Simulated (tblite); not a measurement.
Compound: C8H8O2S.
Numbering: `[CH2:1]=[CH:2][S:3](=[O:4])(=[O:5])[c:6]1[cH:7][cH:8][cH:9][cH:10][cH:11]1` (hydrogens: H12, H13 on C1; H14 on C2; H15 on C7; H16 on C8; H17 on C9; H18 on C10; H19 on C11)

Computed with GFN2-xTB (tblite), gas phase: L-BFGS steps from a force-field or distance-geometry start until the largest atomic force falls under 0.01 eV/Å.

Step 2: E = -884.4857 eV
```
atom  x, y, z in Å  |  force x, y, z in eV/Å
C1      2.9780    0.3393   -0.8551    0.032  -0.327   0.281
C2      2.4548    0.0303    0.3147    0.071   0.422  -0.371
S3      1.1888    1.0692    1.0517   -0.131  -0.408  -0.328
O4      1.2433    2.3697    0.4445    0.089   0.155   0.166
O5      1.2725    0.9119    2.4760    0.063   0.246   0.173
C6     -0.3057    0.2556    0.4868   -0.290  -0.008   0.069
C7     -0.8854   -0.7172    1.2863   -0.159  -0.075  -0.085
C8     -2.0616   -1.3259    0.8657    0.032   0.056  -0.091
C9     -2.6366   -0.9553   -0.3435   -0.008   0.062   0.004
C10    -2.0528    0.0319   -1.1294    0.007  -0.097   0.019
C11    -0.8780    0.6433   -0.7147   -0.074  -0.075  -0.009
H12     2.6790    1.2110   -1.4080   -0.044   0.066   0.098
H13     3.7391   -0.2927   -1.2800    0.070   0.037  -0.211
H14     2.7328   -0.8202    0.8982    0.024  -0.179   0.166
H15    -0.4472   -0.9899    2.2396    0.064   0.178  -0.206
H16    -2.5319   -2.0803    1.4854    0.064   0.091  -0.101
H17    -3.5581   -1.4230   -0.6702    0.117   0.041   0.049
H18    -2.5144    0.3241   -2.0662    0.063  -0.045   0.151
H19    -0.4262    1.4273   -1.3127    0.011  -0.141   0.226
```

Step 3: E = -884.5018 eV
```
atom  x, y, z in Å  |  force x, y, z in eV/Å
C1      2.9812    0.3347   -0.8563   -0.058  -0.084   0.166
C2      2.4577    0.0346    0.3125    0.037   0.078  -0.119
S3      1.1816    1.0606    1.0466    0.101   0.169  -0.040
O4      1.2460    2.3731    0.4489    0.006  -0.227   0.224
O5      1.2746    0.9182    2.4777    0.001   0.156  -0.142
C6     -0.3131    0.2550    0.4882   -0.211   0.027  -0.016
C7     -0.8894   -0.7189    1.2838   -0.018  -0.011   0.018
C8     -2.0611   -1.3248    0.8635   -0.083  -0.030  -0.074
C9     -2.6366   -0.9538   -0.3430   -0.013   0.028  -0.006
C10    -2.0520    0.0298   -1.1286   -0.033  -0.064  -0.027
C11    -0.8800    0.6412   -0.7150   -0.034  -0.075   0.066
H12     2.6786    1.2107   -1.4043   -0.017   0.018   0.093
H13     3.7397   -0.2913   -1.2842    0.165  -0.043  -0.234
H14     2.7322   -0.8218    0.9006   -0.019  -0.016   0.061
H15    -0.4458   -0.9855    2.2344    0.061   0.135  -0.143
H16    -2.5297   -2.0771    1.4823    0.014   0.019  -0.053
H17    -3.5548   -1.4218   -0.6689    0.030   0.006   0.019
H18    -2.5127    0.3230   -2.0622    0.020  -0.027   0.059
H19    -0.4262    1.4235   -1.3070    0.049  -0.059   0.147
```

Step 4: E = -884.5094 eV
```
atom  x, y, z in Å  |  force x, y, z in eV/Å
C1      2.9832    0.3317   -0.8570   -0.036  -0.039   0.108
C2      2.4600    0.0364    0.3118    0.006  -0.060  -0.032
S3      1.1783    1.0590    1.0440    0.145   0.068   0.082
O4      1.2479    2.3709    0.4555   -0.019  -0.042   0.062
O5      1.2760    0.9247    2.4752   -0.022   0.078  -0.112
C6     -0.3213    0.2550    0.4887   -0.008   0.064   0.049
C7     -0.8921   -0.7201    1.2826   -0.029   0.015  -0.004
C8     -2.0625   -1.3248    0.8610   -0.037  -0.033  -0.002
C9     -2.6368   -0.9523   -0.3427   -0.046  -0.014  -0.030
C10    -2.0520    0.0274   -1.1285   -0.026  -0.021  -0.035
C11    -0.8819    0.6386   -0.7139   -0.050  -0.026   0.010
H12     2.6783    1.2102   -1.4001   -0.009   0.017   0.066
H13     3.7427   -0.2911   -1.2907    0.131  -0.025  -0.190
H14     2.7312   -0.8221    0.9025   -0.030   0.040   0.024
H15    -0.4438   -0.9804    2.2286    0.080   0.079  -0.034
H16    -2.5280   -2.0747    1.4794   -0.045  -0.063  -0.001
H17    -3.5522   -1.4210   -0.6677   -0.046  -0.025  -0.010
H18    -2.5113    0.3218   -2.0586   -0.025  -0.006  -0.040
H19    -0.4254    1.4201   -1.3009    0.065  -0.008   0.089
```

Step 5: E = -884.5125 eV
```
atom  x, y, z in Å  |  force x, y, z in eV/Å
C1      2.9840    0.3295   -0.8562    0.055  -0.023  -0.038
C2      2.4609    0.0362    0.3115   -0.019  -0.110   0.043
S3      1.1789    1.0580    1.0441    0.086   0.081  -0.045
O4      1.2485    2.3703    0.4593   -0.017   0.009  -0.002
O5      1.2763    0.9293    2.4725   -0.007   0.019   0.066
C6     -0.3250    0.2561    0.4902    0.056   0.068   0.031
C7     -0.8942   -0.7205    1.2816    0.003   0.038   0.013
C8     -2.0634   -1.3252    0.8599   -0.046  -0.036   0.006
C9     -2.6379   -0.9519   -0.3432   -0.037  -0.038  -0.009
C10    -2.0523    0.0259   -1.1290   -0.039  -0.006  -0.039
C11    -0.8838    0.6370   -0.7135   -0.002   0.009   0.031
H12     2.6780    1.2102   -1.3968    0.000  -0.005   0.069
H13     3.7462   -0.2912   -1.2970    0.043   0.031  -0.118
H14     2.7301   -0.8215    0.9038   -0.024   0.027   0.028
H15    -0.4414   -0.9767    2.2255    0.071   0.047   0.007
H16    -2.5281   -2.0747    1.4780   -0.060  -0.085   0.012
H17    -3.5518   -1.4210   -0.6673   -0.083  -0.040  -0.026
H18    -2.5111    0.3212   -2.0578   -0.041   0.000  -0.079
H19    -0.4238    1.4183   -1.2964    0.062   0.013   0.052
```

**Question.** Estimate the geometry and energy of step 6. (The exact step hangs on the optimiser's Hessian estimate; all steps are aligned on step 5, rigid shifts and turns removed.)

**Answer.** E = -884.5150 eV, largest force 0.169 eV/Å
```
atom  x, y, z in Å  |  force x, y, z in eV/Å
C1      2.9857    0.3270   -0.8559    0.077  -0.015  -0.076
C2      2.4613    0.0344    0.3115    0.006  -0.090   0.000
S3      1.1811    1.0588    1.0426    0.008  -0.033   0.091
O4      1.2487    2.3701    0.4622    0.005   0.138  -0.098
O5      1.2765    0.9332    2.4723    0.005  -0.007   0.025
C6     -0.3270    0.2584    0.4918    0.069   0.033   0.022
C7     -0.8958   -0.7201    1.2812   -0.004   0.039   0.008
C8     -2.0651   -1.3262    0.8590    0.000  -0.016   0.039
C9     -2.6393   -0.9524   -0.3436   -0.041  -0.044  -0.017
C10    -2.0534    0.0246   -1.1302   -0.012   0.014  -0.010
C11    -0.8852    0.6359   -0.7125   -0.005   0.029   0.010
H12     2.6777    1.2103   -1.3929    0.010  -0.024   0.068
H13     3.7497   -0.2906   -1.3043   -0.023   0.065  -0.057
H14     2.7289   -0.8209    0.9056   -0.015  -0.013   0.049
H15    -0.4381   -0.9728    2.2230    0.053   0.020   0.034
H16    -2.5293   -2.0764    1.4771   -0.055  -0.079   0.008
H17    -3.5531   -1.4218   -0.6676   -0.085  -0.040  -0.029
H18    -2.5117    0.3206   -2.0586   -0.041   0.000  -0.088
H19    -0.4214    1.4171   -1.2919    0.048   0.024   0.022
```

The energy changes by -0.0025 eV. The first-order estimate −F·Δx gives -0.0037 eV and the mean of the old and new forces, exact on a quadratic surface, -0.0026 eV. The step makes an angle of 47° with the force vector and moves no atom by more than 0.008 Å.

The cost below is that of the whole relaxation. Hardware: INTEL XEON PLATINUM 8581C at 2.30 GHz, 2 threads, shared host with 32 logical CPUs at a one-minute load of 9.7. Cost: 0.64 s wall, 1.3 s CPU.
